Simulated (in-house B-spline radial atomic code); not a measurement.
Checks on a self-consistent run for the cerium ion Ce⁶⁺, [Kr] (4d3/2)4 (4d5/2)5 5s2 5p5. Computed with a B-spline radial code for spherical atoms: Dirac-Hartree-Fock, average of the jj configuration, Fermi nucleus of rms radius 4.8771 fm.

```tsv
orbital	q	ε (Eh)	<1/r>	<r²>	small-component weight
1s1/2	2	-1498.24941	63.3408	0.000820612	0.046098
2s1/2	2	-246.71539	14.9526	0.0129792	0.010036
2p1/2	2	-232.51215	14.8934	0.00955754	0.01003
2p3/2	4	-216.03474	13.5014	0.0108108	0.0094318
3s1/2	2	-57.48644	5.41718	0.0877741	0.0030986
3p1/2	2	-51.44383	5.31867	0.0829504	0.0030277
3p3/2	4	-48.12421	4.97529	0.0902442	0.0028682
3d3/2	4	-37.69943	4.82682	0.0739076	0.0027303
3d5/2	6	-36.97630	4.73385	0.0762709	0.002677
4s1/2	2	-14.85762	2.24508	0.447528	0.00095171
4p1/2	2	-12.53045	2.14068	0.47793	0.00088538
4p3/2	4	-11.73194	2.03491	0.514438	0.00083876
4d3/2	4	-7.84270	1.82912	0.597521	0.00070154
4d5/2	5	-7.70161	1.80585	0.611688	0.00069204
5s1/2	2	-4.42062	0.944021	2.20067	0.0002454
5p1/2	1.6667	-3.63370	0.874731	2.54773	0.00021876
5p3/2	3.3333	-3.48419	0.839383	2.72261	0.00020676
```

Electron-electron repulsion V_ee = 3049.3142 hartree.

**Question.** What total energy follows from the eigenvalues?

**Answer.** The eigenvalues count the repulsion twice, so E = Σqε - V_ee = -5800.200 - 3049.314 = -8849.514 hartree; the run printed -8849.514.

**Question.** Does the Dirac virial theorem hold?

**Answer.** For a point nucleus E = -2c²Σq·w, with w the small-component weight. Here Σq·w = 0.2356 and c = 137.0360, so the ratio E/(-2c²Σq·w) is 1.000085; the finite nucleus accounts for the departure from 1.

**Question.** What diamagnetic shielding (Lamb formula) and susceptibility (Langevin formula) do the radii give?

**Answer.** σ = (α²/3)Σq<1/r> = 368.863/(3·137.036²) = 6547.5 ppm, and χ = -0.79199×10⁻⁶·Σq<r²> = -22.67×10⁻⁶ cm³/mol with Σq<r²> = 28.626 bohr². Both are non-relativistic formulas without the paramagnetism of open shells; for so heavy an element the full relativistic shielding is larger by tens of per cent.
